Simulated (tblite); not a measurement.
C₅H₁₁F₃Si₂.
Atom-mapped SMILES: `[CH2:1]=[CH:2][CH2:3][CH2:4][SiH2:5][SiH2:6][C:7]([F:8])([F:9])[F:10]` (hydrogens: H11, H12 on C1; H13 on C2; H14, H15 on C3; H16, H17 on C4; H18, H19 on Si5; H20, H21 on Si6)

A start from a force field or distance geometry was refined with tblite, GFN2-xTB geometry optimisation, gas phase. Values at the start:

```tsv
coordinate	start
C1=C2	1.351 Å
C1–H11	1.069 Å
C1–H12	1.102 Å
C2–C3	1.490 Å
C2–H13	1.108 Å
C3–C4	1.536 Å
C3–H14	1.108 Å
C4–Si5	1.829 Å
C4–H16	1.104 Å
Si5–Si6	2.246 Å
Si5–H18	1.495 Å
Si6–C7	1.854 Å
Si6–H20	1.454 Å
C7–F8	1.398 Å
C1–C2–C3	118.3°
C2–C3–C4	101.9°
C3–C4–Si5	115.7°
C4–Si5–Si6	104.4°
Si5–Si6–C7	108.2°
Si6–C7–F8	105.9°
Si6–C7–F9	109.5°
F8–C7–F9	109.3°
C2–C3–C4–Si5	180°
C3–C4–Si5–Si6	-160°
C4–Si5–Si6–C7	-163°
Si5–Si6–C7–F8	-50°
```

Q: How do these coordinates change at the GFN2-xTB level?

A: 
| coordinate | GFN2-xTB (Å or °) | change |
| --- | --- | --- |
| Si6–C7 | 1.946 | +0.092 |
| Si5–Si6 | 2.322 | +0.076 |
| C4–Si5 | 1.905 | +0.076 |
| C7–F8 | 1.353 | -0.045 |
| C1=C2 | 1.319 | -0.032 |
| C2–H13 | 1.083 | -0.025 |
| C1–H12 | 1.078 | -0.024 |
| Si5–H18 | 1.471 | -0.024 |
| C3–H14 | 1.093 | -0.015 |
| Si6–H20 | 1.466 | +0.012 |
| C4–H16 | 1.092 | -0.012 |
| C1–H11 | 1.077 | +0.008 |
| C2–C3 | 1.496 | +0.006 |
| C3–C4 | 1.531 | -0.005 |
| C2–C3–C4 | 111.1 | +9.2 |
| C1–C2–C3 | 124.6 | +6.3 |
| Si6–C7–F8 | 112.1 | +6.2 |
| Si6–C7–F9 | 114.1 | +4.6 |
| C4–Si5–Si6 | 108.4 | +4.0 |
| Si5–Si6–C7 | 104.4 | -3.8 |
| F8–C7–F9 | 106.1 | -3.2 |
| C3–C4–Si5 | 112.7 | -3.0 |
| C3–C4–Si5–Si6 | -176 | -16 |
| Si5–Si6–C7–F8 | -56 | -6 |
| C4–Si5–Si6–C7 | -166 | -3 |
| C2–C3–C4–Si5 | -178 | +2 |

The energy falls by 0.973 eV over 120 L-BFGS steps, the largest force on an atom goes from 2.38 to 0.009 eV/Å, and the atoms move by 0.356 Å rms after alignment. The bond that changes most is Si6–C7 (SiH2 silicon to CF3 carbon), which lengthens by 0.092 Å. Bonds longer at the end by more than 0.005 Å: 6 of 20; shorter: 13. Among the dihedrals that turn most is C3–C4–Si5–H18, from 81° to 61°. Rotational constants go from 2898, 308.6, 303.4 to 2997, 284.0, 279.7 MHz.

Hardware: one thread of an Arm Neoverse N1, shared host. Cost: 2.1 s of wall time.

Its lowest GFN2-xTB frequency is 10 cm⁻¹, too small to tell a flat minimum from a shallow saddle. The numbers are those of one conformer. 3 starts were optimised and ended at 0.00, 0.19 and 0.36 kcal/mol (GFN2-xTB); the lowest of these is shown.

The numbers are calculated, not measured.
